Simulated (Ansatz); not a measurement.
`[OH][Hf]([OH])([OH])[F]` + `[SiH3]O[SiH2]Br` → `[OH][Hf]([OH])([OH])[Br]` + `F[SiH2]O[SiH3]`  (redistribution)

Computed with Ansatz on PBE0-D4/def2-TZVP structures; ΔE is electronic, products minus reactants. CCSD(T)/CBS adds triple-zeta CCSD(T) − MP2 to the extrapolated MP2 energy (def2 sets, frozen cores). DFT in def2-TZVPP. B3LYP here is the variant with VWN-RPA as its local correlation; programs differ in this. HSE06 is defined as in plane-wave codes. def2 core potentials past Kr. For Br, Hf outer-core shells are correlated without core-valence functions, which leaves a few kJ/mol of doubt a bond. Scalar relativity is left out up to krypton. One conformer a species, not always the lowest.

Task: Is it downhill or uphill in electronic energy at CCSD(T)/CBS, and by how much? (Estimate.)

Result: Computed: Downhill: ΔE = -0.44 eV.

Task: What do these levels give: PBE0-D4, B3LYP-D4, BHLYP-D4, ωB97M-V, B2PLYP, r2SCAN, B3LYP, HSE06, MP2/def2-SVP, MP2/def2-TZVPP, CCSD(T)/def2-TZVPP, CCSD/CBS(def2)? (An estimate is asked.)

Result: The calculation gave: PBE0-D4 -0.36, B3LYP-D4 -0.39, BHLYP-D4 -0.48, ωB97M-V -0.40, B2PLYP -0.45, r2SCAN -0.40, B3LYP -0.42, HSE06 -0.38, MP2/def2-SVP -0.33, MP2/def2-TZVPP -0.50, CCSD(T)/def2-TZVPP -0.49, CCSD/CBS(def2) -0.46 eV.

Largest T1 diagnostic among the species: 0.015.

From r2SCAN to r2SCAN0 (25 % exact exchange), in def2-TZVPP and without D4, ΔE moves by −0.05 eV. The D4 term adds +0.03 eV with B3LYP and +0.02 eV with PBE0; it sums over pairs of atoms, weighted by their polarisabilities, and B3LYP, whose exchange is more repulsive, gets the larger term. In def2-TZVPP, CCSD(T) changes the Hartree–Fock value by +0.13 eV (the triples alone add +0.01 eV) and MP2 by +0.12 eV.
